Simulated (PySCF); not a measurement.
Excitation energy of Cl²⁺ by level of theory

Cl²⁺ [Ne] 3s2 3p3 (4S) → Cl²⁺ [Ne] 3s1 3p4 (4P), as a difference of total energies. All numbers are calculated (PySCF 2.14, the spin-free X2C one-electron Hamiltonian (Gaussian nucleus), in x2c-QZVPPall with one added diffuse shell each of s, p, d, f type (10s7p5d3f1g, 86 functions)). Correlated levels: valence: [Ne] frozen; valence and next inner shell: 1s2 frozen. The calculations carry no spin-orbit coupling.

```json
{"method": "UHF", "excitation energy (eV)": "13.017"}
{"method": "LDA", "excitation energy (eV)": "12.762"}
{"method": "PBE", "excitation energy (eV)": "12.646"}
{"method": "PBE0", "excitation energy (eV)": "12.815"}
{"method": "r2SCAN", "excitation energy (eV)": "12.369"}
{"method": "M06", "excitation energy (eV)": "13.103"}
{"method": "LC-wPBE", "excitation energy (eV)": "12.799"}
{"method": "B2PLYP", "excitation energy (eV)": "12.909"}
{"method": "BHandHLYP", "excitation energy (eV)": "13.099"}
{"method": "ROHF", "excitation energy (eV)": "13.069"}
{"method": "MP2 (valence)", "excitation energy (eV)": "12.956"}
{"method": "SCS-MP2 (valence)", "excitation energy (eV)": "12.946"}
{"method": "MP2 (valence and next inner shell)", "excitation energy (eV)": "13.059"}
{"method": "SCS-MP2 (valence and next inner shell)", "excitation energy (eV)": "13.025"}
```

Q: How much does correlation contribute at MP2 (valence and next inner shell)?

A: 13.059 − (13.017) = 0.042 eV, measured against UHF.

A first-order spin-orbit estimate (lowest level to lowest level, LS coupling) adds -0.047 eV.
